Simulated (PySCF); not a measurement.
SMILES C=[CH][SnH2][O]C (C₃H₈OSn), B3LYP/def2-SVP optimised geometry.

```
13

Sn     0.21    -0.79     0.00
C     -0.66    -1.62     1.77
C     -1.57    -2.59     1.74
O     -0.36     1.13     0.00
C      0.05     2.03    -0.99
H     -0.44    -1.56    -1.40
H      1.94    -0.79     0.00
H     -0.34    -1.22     2.74
H     -2.01    -3.01     2.66
H     -1.94    -3.03     0.80
H     -0.30     1.76    -2.01
H      1.16     2.14    -1.05
H     -0.36     3.03    -0.76
```

Density from B3LYP/def2-TZVP, def2 effective core potentials past Kr (PySCF 2.14.0) at that geometry. The core electrons that the potentials of Sn replace are not part of the density.

Minimum of the electron density along straight lines between bonded atoms, close to the bond critical point (lines longer than 1.1 times the sum of covalent radii, or with two minima, are not listed):

| bond | length / Å | ρ at the minimum / e bohr⁻³ | ∇²ρ there / e bohr⁻⁵ | position (fraction from the first atom) |
|---|---|---|---|---|
| Sn1–C2 | 2.141 | 0.107 | (withheld) | 0.51 |
| C2–C3 | 1.338 | (withheld) | -1.05 | 0.50 |
| Sn1–O4 | 2.008 | 0.111 | (withheld) | 0.51 |
| O4–C5 | 1.402 | 0.268 | -0.64 | 0.64 |
| Sn1–H6 | 1.727 | 0.110 | 0.07 | 0.63 |
| Sn1–H7 | 1.727 | 0.110 | 0.07 | 0.63 |
| C2–H8 | 1.097 | 0.277 | -0.95 | 0.65 |
| C3–H9 | 1.097 | 0.278 | -0.97 | 0.65 |
| C3–H10 | 1.096 | 0.279 | -0.98 | 0.65 |
| C5–H11 | 1.111 | 0.273 | -0.93 | 0.64 |
| C5–H12 | 1.111 | 0.273 | -0.93 | 0.64 |
| C5–H13 | 1.105 | 0.277 | -0.96 | 0.64 |

What belongs in the gaps?


- Sn1–C2, ∇²ρ there / e bohr⁻⁵: 0.12
- C2–C3, ρ at the minimum / e bohr⁻³: 0.349
- Sn1–O4, ∇²ρ there / e bohr⁻⁵: 0.41
